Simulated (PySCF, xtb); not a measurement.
Bi(OH)(SiH3)2 (BiH7OSi2), SMILES [OH][Bi]([SiH3])[SiH3].

xtb with GFN2-xTB at its own geometry gives an orbital gap of 3.72 eV and a dipole moment of 2.75 D.

Geometry optimised at PBE0-D3(BJ)/def2-SVP. The structure was generated by enumeration; whether it is a known compound was not checked. The def2 effective core potentials stand for the cores of Bi; spin–orbit coupling is left out. One conformer was computed; it need not be the lowest.

### Question
What does B3LYP/def2-TZVP (PySCF) give? (The exact figures need the calculation; the answer reports its results.)

### Answer
gap 5.14 eV (levels -7.01 and -1.87 eV), dipole 1.94 D.
